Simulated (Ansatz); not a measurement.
`C[NH+](C)[InH3-]` → `C[NH2+][InH3-]` + `[CH2]` (triplet) at 500 K and 1 bar (formal loss of a carbene).

Calculated with Ansatz (gas phase, PBE0-D4/def2-TZVP geometries, no zero-point term in ΔE). CBS: MP2 limit from def2 TZ/QZ plus the TZ coupled-cluster correction, frozen cores. This one scheme is used for every species. Triplets are unrestricted, without spin–orbit coupling. Elements past krypton have def2 core potentials. For In outer-core shells are correlated without core-valence functions, which leaves a few kJ/mol of doubt a bond.

```csv
species,CCSD(T)/CBS energy (Eh),H − E (kJ/mol),S (J/(mol·K))
`C[NH+](C)[InH3-]`,-326.61241,350.0,441.7
`C[NH2+][InH3-]`,-287.35835,267.7,405.0
`[CH2]` (triplet),-39.09499,62.7,213.9
```

H − E and S are ideal-gas, rigid-rotor, harmonic terms from PBE0-D4/def2-TZVP, with the whole ground term of open shells counted as degenerate. 1 Eh = 2625.50 kJ/mol, R = 8.31446 J/(mol·K).

Q: By hand: ΔE, ΔH, ΔS and ΔG.

A: ΔE = (-287.35835) + (-39.09499) − (-326.61241) = 0.15907 Eh = 417.6 kJ/mol. Δ(H − E) = 267.7 + 62.7 − 350.0 = -19.6, so ΔH = 398.0 kJ/mol. ΔS = 405.0 + 213.9 − 441.7 = 177.2 J/(mol·K). ΔG = 398.0 − 500 × (177.2)/1000 = 309.4 kJ/mol.

Q: By hand: the equilibrium constant, and the temperature at which ΔG would vanish if ΔH and ΔS stayed fixed.

A: log₁₀ K = −ΔG/(RT ln 10) = -32.3. ΔG = 0 at ΔH/ΔS = 2246 K.

The number of gas molecules changes by +1, which sets the sign of ΔS. A doubt of 5 kJ/mol in ΔE shifts log₁₀ K by 0.5 here. Modes under 60 cm⁻¹, often nearly free rotors, make the harmonic entropy too high. A triplet takes part, so the spin changes. These are equilibria of isolated gas molecules and say nothing of rates. Largest T1 diagnostic: 0.012 (customary marks: 0.02 for closed shells, 0.045 for open ones).
